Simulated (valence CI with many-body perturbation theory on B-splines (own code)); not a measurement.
# E1 transitions of Ca VIII

Computed by valence CI with perturbative core correlation (CI+MBPT): three valence electrons over a frozen Dirac-Fock core [Ne], a basis of 11 s, 11 p, 10 d, 8 f, 5 g, 2 h functions for each j, with the one-electron correlation potential Σ1, the two-electron term Σ2, the three-electron term Σ3, Breit, model QED; selected CI, second order for the rest, scaled by the run's own slope (own B-spline code, finite nucleus).

No measured spectrum was set against this ion. As an estimate, levels hold to about 100 cm⁻¹ or 0.05 % of their energy and the worst to 300 or 400 cm⁻¹, as in measured light ions of charge 2 to 7.

Lines 101 to 150 of 521 in falling wavelength, among levels below 109.78 eV, chosen from the strongest by gf and those to the six lowest levels. Wavelengths and rates use the calculated energies, so an error of 200 cm⁻¹ moves a line at 67.77 nm by 0.14 % and its rate by three times that or more. Electric multipoles are in the length gauge, E1 and E2 with the static RPA response of the core. Weak lines are less certain than strong ones. Lines between different terms over intervals too small for the method are left out, as are lines whose strength nearly cancels. The highest levels of a list are the least certain.

Names give the largest LS component (configuration and term), which can be under half, so a name can repeat, a term be missing and a line seem to break the LS rules; names also repeat where a configuration has a term twice. Letters in brackets count levels of one name in rising energy.

| λ vac (nm) | Upper | Lower | A (s⁻¹) | S (a.u.) with core polarisation | S without |
| --- | --- | --- | --- | --- | --- |
| 67.77 | 3p3d² ²H°_11/2 | 3s3d² ²G_9/2 | 2.74e+09 | 5.05e+00 | 5.27e+00 |
| 67.47 | 3p²3d ²F_5/2 [b] | 3s3p3d ²D°_3/2 [b] | 9.65e+08 | 8.78e-01 | 9.16e-01 |
| 67.32 | 3p²3d ²F_7/2 [b] | 3s3p3d ²D°_5/2 [b] | 1.04e+09 | 1.26e+00 | 1.31e+00 |
| 66.93 | 3p²3d ²G_9/2 | 3s3p3d ²F°_7/2 [a] | 1.66e+09 | 2.45e+00 | 2.56e+00 |
| 65.66 | 3p²3d ²G_7/2 | 3s3p3d ²F°_5/2 [a] | 1.68e+09 | 1.88e+00 | 1.96e+00 |
| 64.82 | 3p3d² ⁴D°_5/2 [a] | 3s3d² ⁴P_3/2 | 8.53e+08 | 6.88e-01 | 7.19e-01 |
| 64.52 | 3p3d² ⁴D°_7/2 [a] | 3s3d² ⁴P_5/2 | 1.53e+09 | 1.63e+00 | 1.70e+00 |
| 63.06 | 3p²3d ²P_3/2 [a] | 3s3p3d ²D°_5/2 [a] | 1.04e+09 | 5.15e-01 | 5.39e-01 |
| 62.17 | 3p²3d ⁴F_5/2 | 3s3p3d ⁴D°_3/2 | 8.14e+08 | 5.79e-01 | 6.06e-01 |
| 61.83 | 3p²3d ⁴F_7/2 | 3s3p3d ⁴D°_5/2 | 1.06e+09 | 9.93e-01 | 1.04e+00 |
| 61.75 | 3p3d² ²P°_3/2 | 3s3d² ²D_5/2 | 1.25e+09 | 5.80e-01 | 6.07e-01 |
| 61.28 | 3p²3d ⁴F_9/2 | 3s3p3d ⁴D°_7/2 | 1.55e+09 | 1.76e+00 | 1.84e+00 |
| 60.90 | 3p³ ²D°_3/2 | 3s3p² ²D_3/2 | 1.01e+09 | 4.52e-01 | 4.74e-01 |
| 60.83 | 3p³ ²D°_5/2 | 3s3p² ²D_5/2 | 1.17e+09 | 7.79e-01 | 8.17e-01 |
| 60.73 | 3p³ ²D°_5/2 | 3s3p² ²D_3/2 | 9.48e+07 | 6.29e-02 | 6.59e-02 |
| 60.62 | 3s3p3d ²F°_7/2 [a] | 3s²3d ²D_5/2 | 8.23e+08 | 7.24e-01 | 7.59e-01 |
| 60.04 | 3p3d² ⁴P°_5/2 | 3s3d² ⁴P_5/2 | 1.93e+09 | 1.24e+00 | 1.29e+00 |
| 60.01 | 3p3d² ⁴P°_5/2 | 3s3d² ⁴P_3/2 | 1.01e+09 | 6.45e-01 | 6.74e-01 |
| 59.79 | 3p²3d ²F_5/2 [b] | 3s3p3d ²F°_5/2 [b] | 1.25e+09 | 7.91e-01 | 8.29e-01 |
| 59.78 | 3s3p² ²D_3/2 | 3s²3p ²P°_3/2 | 8.36e+07 | 3.53e-02 | 3.70e-02 |
| 59.69 | 3s3p² ²D_5/2 | 3s²3p ²P°_3/2 | 7.73e+08 | 4.87e-01 | 5.11e-01 |
| 59.15 | 3p²3d ²F_7/2 [b] | 3s3p3d ²F°_7/2 [b] | 1.42e+09 | 1.16e+00 | 1.21e+00 |
| 58.28 | 3s3p² ²D_3/2 | 3s²3p ²P°_1/2 | 7.58e+08 | 2.96e-01 | 3.10e-01 |
| 57.67 | 3p²3d ⁴D_5/2 | 3s3p3d ⁴D°_5/2 | 7.71e+08 | 4.38e-01 | 4.58e-01 |
| 56.95 | 3p3d² ⁴D°_7/2 [a] | 3s3d² ⁴F_9/2 | 9.94e+08 | 7.25e-01 | 7.59e-01 |
| 56.53 | 3p²3d ⁴D_5/2 | 3s3p3d ⁴P°_3/2 | 1.68e+09 | 8.96e-01 | 9.37e-01 |
| 55.88 | 3p²3d ⁴D_7/2 | 3s3p3d ⁴P°_5/2 | 2.58e+09 | 1.78e+00 | 1.86e+00 |
| 55.76 | 3p²3d ²D_5/2 [c] | 3s3p3d ²D°_5/2 [b] | 2.33e+09 | 1.20e+00 | 1.25e+00 |
| 55.38 | 3p3d² ⁴F°_3/2 | 3s3d² ⁴F_3/2 | 3.02e+09 | 1.01e+00 | 1.06e+00 |
| 55.32 | 3p3d² ⁴F°_5/2 | 3s3d² ⁴F_5/2 | 2.56e+09 | 1.28e+00 | 1.34e+00 |
| 55.27 | 3p3d² ⁴D°_7/2 [b] | 3s3d² ⁴P_5/2 | 9.30e+08 | 6.20e-01 | 6.48e-01 |
| 55.19 | 3p3d² ⁴F°_7/2 | 3s3d² ⁴F_7/2 | 2.68e+09 | 1.78e+00 | 1.86e+00 |
| 55.13 | 3p²3d ²D_3/2 [c] | 3s3p3d ²D°_3/2 [b] | 2.63e+09 | 8.69e-01 | 9.06e-01 |
| 55.04 | 3p3d² ⁴F°_9/2 | 3s3d² ⁴F_9/2 | 3.13e+09 | 2.57e+00 | 2.69e+00 |
| 54.39 | 3p²3d ²D_5/2 [c] | 3s3p3d ²P°_3/2 [b] | 9.41e+08 | 4.49e-01 | 4.66e-01 |
| 53.06 | 3p3d² ²D°_5/2 | 3p²3d ²P_3/2 [b] | 1.72e+09 | 7.63e-01 | 7.94e-01 |
| 53.06 | 3p3d² ²D°_3/2 | 3p²3d ²P_1/2 [b] | 1.88e+09 | 5.55e-01 | 5.77e-01 |
| 52.70 | 3p3d² ²G°_9/2 | 3p²3d ²F_7/2 [b] | 2.85e+09 | 2.06e+00 | 2.14e+00 |
| 52.48 | 3p²3d ²D_5/2 [a] | 3s3p3d ²D°_5/2 [a] | 1.96e+09 | 8.41e-01 | 8.78e-01 |
| 52.38 | 3p3d² ²G°_7/2 | 3p²3d ²F_5/2 [b] | 3.15e+09 | 1.79e+00 | 1.86e+00 |
| 52.30 | 3p²3d ²D_3/2 [a] | 3s3p3d ²D°_3/2 [a] | 2.05e+09 | 5.80e-01 | 6.06e-01 |
| 51.56 | 3p²3d ⁴F_7/2 | 3s3p3d ⁴F°_9/2 | 9.13e+08 | 4.94e-01 | 5.16e-01 |
| 51.45 | 3p²3d ⁴F_5/2 | 3s3p3d ⁴F°_7/2 | 1.37e+09 | 5.53e-01 | 5.78e-01 |
| 51.15 | 3p²3d ⁴F_9/2 | 3s3p3d ⁴F°_9/2 | 5.24e+09 | 3.46e+00 | 3.62e+00 |
| 51.12 | 3p²3d ⁴F_3/2 | 3s3p3d ⁴F°_3/2 | 3.88e+09 | 1.02e+00 | 1.07e+00 |
| 51.11 | 3p²3d ⁴F_5/2 | 3s3p3d ⁴F°_5/2 | 3.53e+09 | 1.40e+00 | 1.46e+00 |
| 51.11 | 3p²3d ⁴F_7/2 | 3s3p3d ⁴F°_7/2 | 3.99e+09 | 2.10e+00 | 2.20e+00 |
| 50.78 | 3p²3d ⁴F_7/2 | 3s3p3d ⁴F°_5/2 | 8.45e+08 | 4.37e-01 | 4.57e-01 |
| 50.54 | 3s²5s ²S_1/2 | 3s²4p ²P°_3/2 | 1.12e+10 | 1.42e+00 | 1.43e+00 |
| 50.18 | 3s²5s ²S_1/2 | 3s²4p ²P°_1/2 | 5.85e+09 | 7.30e-01 | 7.34e-01 |
